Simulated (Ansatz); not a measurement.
Ansatz (a quantum-chemistry and plane-wave program) input (HF/3-21G): The .json file is the Basis Set Exchange's 3-21G.

Ansatz 0.2 input:
```yaml
crystal:
  periodic: [false, false, false]
  atoms:
    - {symbol: Y, position_ang: [0.13609700, -0.11790200, 0.26725300]}
    - {symbol: O, position_ang: [1.26596900, -0.15246200, -1.16535900]}
    - {symbol: F, position_ang: [-1.71505700, 0.64643200, -0.12222400]}
basis:
  gaussian:
    orbitals: 3-21G.json
hamiltonian:
  xc: {name: HF}
relax: {f_tol: 0.003, max_steps: 120}
```

From the output:

```
reference -94949.08452816 eV, -3489.3144976087 hartree; 28, 28 occupied and 29, 29 virtual orbitals, 672 factors
relax step   3: F+E_penalty+E_count = -94949.08452816 eV  Δ(F+E_penalty+E_count) = -7.257e-3 eV  max|allowed force component| = 1.583e-2 eV/Å  Δτ_max = 0.0215 Å  (45 SCF iters, accepted)
these checks for a lower state are left out or cut short: starts, cluster_reference, orbital_swaps, neighbouring_geometries, increment
integrals: 0.01 GiB planned
672 factors; integrals over basis functions are off by at most 1.6e-4 eV
mean field: 0.15 GiB planned
mean field -94949.08460437 eV, -3489.3145004095 hartree, gradient 1.8e-5 eV, S^2 0.000000; 0 other end points of the search recorded, 0 dependent functions left out
the calculation of the forces begins
reference -94949.08460437 eV, -3489.3145004095 hartree; 28, 28 occupied and 29, 29 virtual orbitals, 672 factors
relax step   4: F+E_penalty+E_count = -94949.08460437 eV  Δ(F+E_penalty+E_count) = -7.621e-5 eV  max|allowed force component| = 8.474e-3 eV/Å  Δτ_max = 0.0040 Å  (46 SCF iters, accepted)
these checks for a lower state are left out or cut short: starts, cluster_reference, orbital_swaps, neighbouring_geometries, increment
integrals: 0.01 GiB planned
672 factors; integrals over basis functions are off by at most 1.6e-4 eV
mean field: 0.15 GiB planned
mean field -94949.08460731 eV, -3489.3145005175 hartree, gradient 1.8e-5 eV, S^2 0.000000; 0 other end points of the search recorded, 0 dependent functions left out
the calculation of the forces begins
reference -94949.08460731 eV, -3489.3145005175 hartree; 28, 28 occupied and 29, 29 virtual orbitals, 672 factors
relax step   5: F+E_penalty+E_count = -94949.08460731 eV  Δ(F+E_penalty+E_count) = -2.939e-6 eV  max|allowed force component| = 1.139e-3 eV/Å  Δτ_max = 0.0007 Å  (47 SCF iters, accepted)
integrals: 0.01 GiB planned
672 factors; integrals over basis functions are off by at most 1.6e-4 eV
mean field: 0.15 GiB planned
mean field evaluation 64: about -94949.0846 eV, gradient 2.4e-4 eV
mean field -94949.08460731 eV, -3489.3145005175 hartree, gradient 1.8e-5 eV, S^2 0.000000; 1 other end points of the search recorded, 0 dependent functions left out
the calculation of the forces begins
reference -94949.08460731 eV, -3489.3145005175 hartree; 28, 28 occupied and 29, 29 virtual orbitals, 672 factors
Total energy: -94949.08460731 eV, -3489.3145005175 hartree
Atom 0 at     0.131185    -0.117024     0.270668 Å, force    -0.001139     0.000258     0.000581 eV/Å
Atom 1 at     1.218235    -0.138879    -1.151714 Å, force     0.000538    -0.000008    -0.000713 eV/Å
Atom 2 at    -1.662411     0.631971    -0.139284 Å, force     0.000601    -0.000250     0.000132 eV/Å
Dipole moment:     0.156239    -0.467989     1.593074 e Å
```

The geometry given is a B3LYP-D3(BJ)/def2-TZVP minimum.
